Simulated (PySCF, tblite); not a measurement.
Isomers of C3H11NSSi, one GFN2-xTB conformer each. Single-point energies are computed at PBE0/pcSseg-1 (PySCF, gas phase, no added dispersion term), electronic only.

```tsv
SMILES	GFN2-xTB relative energy (kJ/mol)
CCN(C)[SiH2]S	12.5
CC(C)N[SiH2]S	0.0
```

Conformers: `[CH3:1][CH2:2][N:3]([CH3:4])[SiH2:5][SH:6]` with C1–C2–N3–C4 -71°, C2–N3–Si5–S6 39°, N3–Si5–S6–H 57°; `[CH3:1][CH:2]([CH3:3])[NH:4][SiH2:5][SH:6]` with C1–C2–N4–Si5 -150°, C2–N4–Si5–S6 178°, N4–Si5–S6–H -56°.

Problem. What does PBE0/pcSseg-1 give for the same structures?

Solution. 
```csv
SMILES,PBE0/pcSseg-1 E (Eh),PBE0/pcSseg-1 (kJ/mol),GFN2-xTB (kJ/mol),point group
CC(C)N[SiH2]S,-862.89993,0.0,0.0,C1
CCN(C)[SiH2]S,-862.88601,36.5,12.5,C1
```

Both levels put the same isomer lowest. As drawn, the lower has an N–H bond, which the higher lacks.

Problem. Which frontier levels, dipoles and rotational constants go with these structures?

Solution. 
```
       SMILES  HOMO (eV, PBE0/pcSseg-1)  LUMO (eV)  dipole (D)       A, B, C (MHz)
CC(C)N[SiH2]S                     -7.00       0.45        2.59  5124, 959.8, 889.8
CCN(C)[SiH2]S                     -6.56       0.58        2.39    3284, 1442, 1145
```

Problem. What happens when harmonic zero-point energies from GFN2-xTB frequencies are added?

Solution. 
```
       SMILES  ZPE (kJ/mol)  electronic (kJ/mol)  with ZPE (kJ/mol)
CC(C)N[SiH2]S         353.4                  0.0                0.0
CCN(C)[SiH2]S         353.7                 36.5               36.8
```

The zero-point energies span 0.3 kJ/mol. The order is unchanged.
